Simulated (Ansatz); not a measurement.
Relaxation of CH6FGeNSi (11 atoms, charge 0, multiplicity 1), to a largest force component of 0.02 eV/Å in at most 50 steps.

Level of theory: Ansatz 0.2.0, RKS B3LYP-D4/def2-SVP.

```xyz
11
Properties=species:S:1:pos:R:3:forces:R:3
F -1.293 1.903 0.844 -0.09 0.61 0.35
Si 0.115 1.205 0.427 0.22 0.59 0.20
C 0.184 -0.560 1.042 3.78 0.30 1.30
N 0.166 -1.360 -0.179 -3.83 -2.07 -0.04
Ge -0.043 -0.015 -1.467 -0.14 0.32 -1.46
H 1.352 2.012 0.569 -0.14 0.46 0.48
H 1.230 -0.744 1.534 -1.57 0.29 -0.16
H -0.570 -0.756 1.764 -0.97 -0.58 0.98
H -0.831 -1.838 -0.117 2.64 0.52 -0.56
H 1.219 0.063 -2.322 -0.09 -0.20 -0.62
H -1.464 0.032 -2.075 0.20 -0.24 -0.46
```

Q: Where does it end, and by what steps?

A: The forces met the threshold. After 13 steps the energy has fallen by 0.964 eV; H9 moved furthest, 1.00 Å.

| step | energy less start (eV) | largest force component (eV/Å) | accepted |
| --- | --- | --- | --- |
| 0 | 0.0000 | 3.834 | yes |
| 1 | -0.7148 | 1.462 | yes |
| 2 | -0.8382 | 0.595 | yes |
| 3 | -0.8644 | 0.599 | yes |
| 4 | -0.8909 | 0.530 | yes |
| 5 | -0.9047 | 0.600 | yes |
| 6 | -0.9377 | 0.463 | yes |
| 7 | -0.9482 | 0.327 | yes |
| 8 | -0.9567 | 0.150 | yes |
| 9 | -0.9595 | 0.207 | yes |
| 10 | -0.9636 | 0.078 | yes |
| 11 | -0.9641 | 0.043 | yes |
| 12 | -0.9644 | 0.021 | yes |
| 13 | -0.9644 | 0.018 | yes |

```xyz
11
Properties=species:S:1:pos:R:3
F -0.988 2.262 1.026
Si 0.180 1.260 0.477
C 0.054 -0.535 1.123
N 0.217 -1.195 -0.180
Ge -0.158 0.031 -1.541
H 1.476 1.954 0.716
H 0.839 -0.818 1.850
H -0.926 -0.704 1.617
H 0.090 -2.203 -0.212
H 0.864 -0.048 -2.699
H -1.583 -0.062 -2.155
```

Time of the run: 45 s on 2 threads of AMD EPYC 9R14 (Zen 4), on a shared host, peak memory 0.34 GiB.
